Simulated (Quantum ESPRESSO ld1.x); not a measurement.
Values are calculated unless marked as measured or tabulated.
Os XLII, 35 electrons, occupied as [Ar] 3d10 4s2 4p5. Level of theory: scalar-relativistic Kohn-Sham, relativistic LDA (MacDonald-Vosko exchange, VWN5 correlation), spin-unpolarised, spherical densities, point nucleus (ld1.x of Quantum ESPRESSO 7.5).

Normalised radial functions P(r) = r R(r), r in bohr:

r	4p
0.002472	0.0266
0.002787	0.0325
0.003143	0.0395
0.003543	0.0481
0.003995	0.0585
0.004504	0.0710
0.005079	0.0860
0.005726	0.1040
0.006456	0.1254
0.007279	0.1508
0.008207	0.1808
0.009254	0.2157
0.01043	0.2562
0.01176	0.3026
0.01326	0.3550
0.01495	0.4132
0.01686	0.4767
0.01901	0.5440
0.02143	0.6131
0.02417	0.6808
0.02725	0.7426
0.03048	0.7899
0.03436	0.8228
0.03875	0.8292
0.04369	0.8002
0.04926	0.7271
0.05554	0.6028
0.06262	0.4232
0.0706	0.1900
0.0796	-0.0876
0.08975	-0.3912
0.1012	-0.6920
0.1141	-0.9521
0.1286	-1.1282
0.145	-1.1778
0.1635	-1.0681
0.1844	-0.7860
0.2079	-0.3459
0.2344	0.2054
0.2643	0.7925
0.298	1.3230
0.336	1.7083
0.3788	1.8858
0.4271	1.8384
0.4816	1.5999
0.543	1.2448
0.6122	0.8624
0.6902	0.5279
0.7782	0.2825
0.8775	0.1304
0.9893	0.0512
1.115	0.0167
1.258	0.0045

4p: eigenvalue -2058.8 eV, 2 radial nodes at r = 0.0768, 0.225 bohr, <r> = 0.398 bohr, 90 % of the charge inside 0.567 bohr.
